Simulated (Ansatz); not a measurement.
Species: GaF (charge +1, doublet). 
Structure (B3LYP-D3(BJ)/def2-TZVP (Ansatz, a first-principles code) minimum search):
```
Ga
F 1 1.7236
```
Charge +1, spin multiplicity 2.

Basis-set convergence of Hartree-Fock and CCSD correlation energies (hartree) with Ansatz. Cores are frozen in the correlated levels unless marked. Open shells are spin-unrestricted. Spin-orbit coupling is left out. The frozen core is the preceding noble-gas configuration, with the filled d and f shells of earlier blocks. No relativistic terms.

```json
[
 {"basis": "aug-cc-pVDZ", "functions": "59", "E(HF)": "-2022.38652", "E(corr, CCSD)": "-0.23804"},
 {"basis": "aug-cc-pVTZ", "functions": "105", "E(HF)": "-2022.48404", "E(corr, CCSD)": "-0.29262"},
 {"basis": "aug-cc-pVQZ", "functions": "173", "E(HF)": "-2022.49515", "E(corr, CCSD)": "-0.31262"}
]
```

Extrapolating the two largest sets (X = 3 and 4) as X^-3: E(corr) = (64·(-0.31262) - 27·(-0.29262))/37 = -0.3272 Eh, an estimate of the basis-set limit. The largest set recovers 95.5 % of it, the smallest 72.7 %.
